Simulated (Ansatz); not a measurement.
CH9NSSi2, SMILES `NC([SiH3])S[SiH3]`, relaxed with RKS PBE-D4/def2-SVP in Ansatz from a rough embedded geometry. The force threshold is 0.03 eV/Å; the program also tests the step.

The species carries charge 0 and has multiplicity 1.

Start:

```xyz
14

N     1.332   -1.645   -0.600
C     0.280   -0.754   -0.266
Si   -0.255    0.148   -1.805
S     0.918    0.436    1.024
Si   -0.817    1.136    2.008
H     1.614   -2.160    0.324
H     2.187   -1.124   -0.792
H    -0.577   -1.284    0.161
H    -1.293    1.175   -1.481
H    -0.788   -0.729   -2.843
H     0.900    0.934   -2.422
H    -1.523    2.049    1.077
H    -1.640   -0.061    2.409
H    -0.340    1.878    3.206
```

```tsv
step	energy (eV)	largest force (eV/Å)	largest move (Å)
1	-29237.6318	2.256	0.000
2	-29237.8895	1.150	0.195
3	-29237.9295	0.367	0.049
4	-29237.9385	0.307	0.023
5	-29237.9433	0.297	0.160
6	-29237.9493	0.096	0.042
7 (rejected)	-29237.9482	0.037	0.082
8	-29237.9501	0.056	0.040
9	-29237.9508	0.031	0.032
10	-29237.9511	0.027	0.023
```

End:

```xyz
14

N     1.335   -1.705   -0.542
C     0.352   -0.721   -0.253
Si   -0.222    0.199   -1.826
S     0.976    0.639    0.985
Si   -0.844    1.159    2.005
H     1.650   -2.216    0.292
H     2.162   -1.315   -1.010
H    -0.515   -1.195    0.253
H    -1.210    1.265   -1.448
H    -0.863   -0.750   -2.806
H     0.994    0.816   -2.459
H    -1.748    2.060    1.205
H    -1.615   -0.097    2.328
H    -0.453    1.861    3.275
```

It took 23 s on 2 threads of an AMD EPYC 7R13 on a shared host, with 0.23 GiB of host memory at the peak.
